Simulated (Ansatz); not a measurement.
`CN[SiH](N)O` and `CN[SiH](N)S` differ in one element.

Ansatz, PBE0-D4/def2-TZVP geometries, multiplicity 1. Each molecule was computed in one conformer, which needn't be the lowest.

```csv
property,`CN[SiH](N)O`
HOMO energy (B3LYP/def2-TZVPP) / eV,-6.40
LUMO energy (PBE0/def2-TZVPP) / eV,1.07
size of the dipole moment (ωB97M-V/def2-TZVPP) / D,0.94
HOMO–LUMO gap (ωB97M-V/def2-TZVPP) / eV,11.42
HOMO–LUMO gap (B3LYP/def2-TZVPP) / eV,7.11
size of the dipole moment (B3LYP/def2-TZVPP) / D,0.94
```

Task: What does the change do to each property? (An estimate is asked.)

Result: Computed: 
```tsv
property	`CN[SiH](N)S`	shift
HOMO energy (B3LYP/def2-TZVPP) / eV	-6.51	-0.11
LUMO energy (PBE0/def2-TZVPP) / eV	0.66	-0.41
size of the dipole moment (ωB97M-V/def2-TZVPP) / D	1.64	0.70
HOMO–LUMO gap (ωB97M-V/def2-TZVPP) / eV	11.29	-0.13
HOMO–LUMO gap (B3LYP/def2-TZVPP) / eV	6.88	-0.23
size of the dipole moment (B3LYP/def2-TZVPP) / D	1.65	0.71
```

With PBE0 the HOMO falls by 0.12 eV and the LUMO falls by 0.41 eV, so the gap narrows by about 0.29 eV. PBE moves the HOMO by -0.18 eV and ωB97M-V by -0.03 eV. Dipoles are sizes alone; their direction can turn.

B3LYP here is the variant with VWN-RPA as its local correlation; programs differ in this.
